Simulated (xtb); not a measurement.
Cl$_{2}$Mn (SMILES [Cl][Mn][Cl]), sextet, from a rough starting geometry (GFN-xTB shapes and energies of metal compounds can be far from the true ones); xtb 6.7.1 with GFN2-xTB.

Here is a job for xtb.
```
$ xtb mol.xyz --gfn 2 --uhf 5 --opt vtight --json

# file mol.xyz
3

Mn    -0.01996342    -0.04250839    -0.08478079
Cl     1.35172434     0.36007724    -1.30441579
Cl    -1.37942842    -0.34666571     1.35660985
```

Output, abridged:

```
   ID    Z sym.   atoms
    1   25 Mn     1
    2   17 Cl     2, 3

           -------------------------------------------------
          |                Calculation Setup                |
           -------------------------------------------------

           -------------------------------------------------
          |                 G F N 2 - x T B                 |
           -------------------------------------------------

          ...................................................
          :                      SETUP                      :
          :.................................................:
          :  # basis functions                  30          :
          :  # atomic orbitals                  27          :
          :  # shells                            9          :
          :  # electrons                        21          :
          :  max. iterations                   250          :
          :  Hamiltonian                  GFN2-xTB          :
          :  restarted?                      false          :
          :  GBSA solvation                  false          :
          :  PC potential                    false          :
          :  electronic temp.          300.0000000     K    :
          :  accuracy                    1.0000000          :
          :  -> integral cutoff          0.2500000E+02      :
          :  -> integral neglect         0.1000000E-07      :
          :  -> SCF convergence          0.1000000E-05 Eh   :
          :  -> wf. convergence          0.1000000E-03 e    :
          :  Broyden damping             0.4000000          :
          :  net charge                          0          :
          :  unpaired electrons                  5          :
          ...................................................

 iter      E             dE          RMSdq      gap      omega  full diag
   1    -11.8186331 -0.118186E+02  0.193E+01    8.76       0.0  T
   2    -11.8953645 -0.767314E-01  0.444E+00    7.53       1.0  T
   3    -11.9062813 -0.109168E-01  0.263E+00    7.96       1.0  T
   4    -11.9058717  0.409539E-03  0.976E-01    8.03       1.0  T
   5    -11.9066417 -0.769954E-03  0.416E-01    7.99       1.0  T
   6    -11.9067208 -0.791300E-04  0.171E-01    8.01       1.0  T
   7    -11.9067340 -0.132379E-04  0.128E-01    8.01       1.0  T
   8    -11.9067436 -0.957668E-05  0.619E-02    8.01       1.0  T
   9    -11.9067469 -0.324025E-05  0.300E-02    8.01       1.9  T
  10    -11.9067475 -0.617415E-06  0.135E-02    8.01       4.3  T
  11    -11.9067476 -0.158478E-06  0.959E-03    8.01       6.0  T
  12    -11.9067478 -0.204007E-06  0.345E-03    8.01      16.8  T
  13    -11.9067479 -0.729575E-08  0.266E-03    8.01      21.7  T
  14    -11.9067479 -0.240035E-08  0.169E-03    8.01      34.1  T
  15    -11.9067479 -0.159306E-08  0.434E-04    8.01     133.1  T
  16    -11.9067479 -0.378488E-10  0.297E-04    8.01     194.3  T

   *** convergence criteria satisfied after 16 iterations ***

         :::::::::::::::::::::::::::::::::::::::::::::::::::::
         ::                     SUMMARY                     ::
         :::::::::::::::::::::::::::::::::::::::::::::::::::::
         :: total energy             -11.885509947447 Eh    ::
         :: gradient norm              0.059087433806 Eh/a0 ::
         :: HOMO-LUMO gap              8.010311392012 eV    ::
         ::.................................................::
         :: SCC energy               -11.906747886336 Eh    ::
         :: -> isotropic ES            0.012308482058 Eh    ::
         :: -> anisotropic ES          0.001442930528 Eh    ::
         :: -> anisotropic XC          0.004032010007 Eh    ::
         :: -> dispersion             -0.001251315358 Eh    ::
         :: repulsion energy           0.021237938890 Eh    ::
         :: add. restraining           0.000000000000 Eh    ::
         :: total charge              -0.000000000048 e     ::
[...]
 * total energy  :   -11.8889435 Eh     change       -0.2734334E-03 Eh
 * total energy  :   -11.8889579 Eh     change       -0.1441775E-04 Eh
 * total energy  :   -11.8889591 Eh     change       -0.1169900E-05 Eh
 * total energy  :   -11.8889604 Eh     change       -0.1329101E-05 Eh
 * total energy  :   -11.8889618 Eh     change       -0.1405691E-05 Eh
 * total energy  :   -11.8889629 Eh     change       -0.1059959E-05 Eh
 * total energy  :   -11.8889636 Eh     change       -0.6449225E-06 Eh
 * total energy  :   -11.8889639 Eh     change       -0.3879773E-06 Eh
 * total energy  :   -11.8889642 Eh     change       -0.2484075E-06 Eh
 * total energy  :   -11.8889644 Eh     change       -0.1678338E-06 Eh
 * total energy  :   -11.8889645 Eh     change       -0.1168342E-06 Eh
 * total energy  :   -11.8889645 Eh     change       -0.7720417E-07 Eh
   *** GEOMETRY OPTIMIZATION CONVERGED AFTER 14 ITERATIONS ***
         :: total energy             -11.888964549766 Eh    ::
[...]

         #    Occupation            Energy/Eh            Energy/eV
      -------------------------------------------------------------
         1        2.0000           -1.0751198             -29.2555
         2        2.0000           -1.0703831             -29.1266
         3        2.0000           -0.4696452             -12.7797
         4        2.0000           -0.4696444             -12.7797
         5        2.0000           -0.4650732             -12.6553
         6        2.0000           -0.4551263             -12.3846
         7        2.0000           -0.4548483             -12.3771
         8        2.0000           -0.4548238             -12.3764
         9        1.0000           -0.4215682             -11.4715
        10        1.0000           -0.4215682             -11.4715
        11        1.0000           -0.3891587             -10.5895
        12        1.0000           -0.3758771             -10.2281
        13        1.0000           -0.3758734             -10.2280 (HOMO)
        14                         -0.0837950              -2.2802 (LUMO)
        15                         -0.0837916              -2.2801
        16                          0.0158067               0.4301
        17                          0.0158067               0.4301
        18                          0.0159782               0.4348
        19                          0.0171265               0.4660
        20                          0.0171265               0.4660
        21                          0.0227106               0.6180
        22                          0.0327640               0.8916
        23                          0.0327779               0.8919
        24                          0.0434490               1.1823
       ...                                ...                  ...
        27                          1.5477423              42.1162
      -------------------------------------------------------------
                  HL-Gap            0.2920784 Eh            7.9479 eV
             Fermi-level           -0.3339437 Eh           -9.0871 eV

     #   Z          covCN         q      C6AA      α(0)
     1  25 Mn       1.523     0.431    55.841    18.808
     2  17 Cl       0.762    -0.215   105.757    15.731
     3  17 Cl       0.762    -0.215   105.757    15.731

 Mol. C6AA /au·bohr⁶  :        741.941458
 Mol. C8AA /au·bohr⁸  :      40380.582621
 Mol. α(0) /au        :         50.269865

Wiberg/Mayer (AO) data.
largest (>0.10) Wiberg bond orders for each atom

 ---------------------------------------------------------------------------
     #   Z sym  total        # sym  WBO       # sym  WBO       # sym  WBO
 ---------------------------------------------------------------------------
     1  25 Mn   2.666 --     2 Cl   1.333     3 Cl   1.333
     2  17 Cl   1.368 --     1 Mn   1.333
     3  17 Cl   1.368 --     1 Mn   1.333
 ---------------------------------------------------------------------------

Topologies differ in total number of bonds
Writing topology from bond orders to xtbtopo.mol

molecular dipole:
                 x           y           z       tot (Debye)
 q only:       -0.004      -0.005      -0.006
   full:       -0.008      -0.010      -0.011       0.043
molecular quadrupole (traceless):
                xx          xy          yy          xz          yz          zz
 q only:       -1.466      -1.157       2.704       4.355       1.127      -1.238
  q+dip:       -1.922      -1.516       3.544       5.708       1.478      -1.623
   full:       -2.350      -1.854       4.335       6.980       1.807      -1.985

optimized geometry written to: xtbopt.xyz

           -------------------------------------------------
          | TOTAL ENERGY              -11.888964549766 Eh   |
          | GRADIENT NORM               0.000015091551 Eh/α |
          | HOMO-LUMO GAP               7.947856583263 eV   |
           -------------------------------------------------

normal termination of xtb
```
